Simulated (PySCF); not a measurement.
C6H10N2.
Cartesian coordinates in Å at the GFN2-xTB level; atoms count from 1:
```xyz
18
C6H10N2 angstrom
N     -2.0613    2.9697    0.3863
C     -1.9612    1.8310    0.4123
C     -1.8156    0.3972    0.4025
C     -1.3145   -0.0356   -0.9499
C     -0.2537   -0.7943   -1.1792
C      0.6611   -1.3893   -0.1537
C      1.8669   -0.4790    0.1270
N      1.4325    0.7189    0.8275
H     -1.1182    0.1205    1.1954
H     -2.7966   -0.0473    0.6051
H     -1.8952    0.3394   -1.7830
H      0.0108   -1.0076   -2.2069
H      1.0317   -2.3478   -0.5207
H      0.1400   -1.5612    0.7878
H      2.5621   -1.0113    0.7822
H      2.3896   -0.2677   -0.8213
H      2.2334    1.2641    1.1263
H      0.8795    1.3066    0.2108
```

Jobs on this species (18 atoms, 60 electrons) with PySCF (density fitting). Hardware of each: Arm Neoverse V2, one thread, shared host. Other jobs ran on the host; a repeat could differ by tens of per cent or more. Peak memory is the resident size of the whole Python process, interpreter and libraries included.

| level and settings | work | basis functions | SCF cycles | wall time | peak memory |
| --- | --- | --- | --- | --- | --- |
| HSE06/cc-pVDZ, IEF-PCM tetrahydrofuran, fitting basis def2-universal-jkfit | shieldings | 162 | ? | ? | ? |
| PBE0/def2-SVPD, IEF-PCM dimethylsulfoxide, grid level 3 | shieldings | 240 | ? | ? | ? |
| HSE06/pcSseg-1, start guess huckel | shieldings, charges and field gradients | 186 | 14 | 51 s | 0.95 GiB |
| X3LYP/pcSseg-1, IEF-PCM water, grid level 1, start guess huckel | shieldings | 186 | 13 | 19 s | 1.0 GiB |

Fill in the missing figures.

- HSE06/cc-pVDZ, IEF-PCM tetrahydrofuran, fitting basis def2-universal-jkfit; shieldings: 28 s, 0.96 GiB, 10 SCF cycles
- PBE0/def2-SVPD, IEF-PCM dimethylsulfoxide, grid level 3; shieldings: 44 s, 1.1 GiB, 14 SCF cycles

What do all jobs in the table cost together?

About 2.4 min; the longest takes about 36 % of that, and about 2.7 times as long as the shortest.
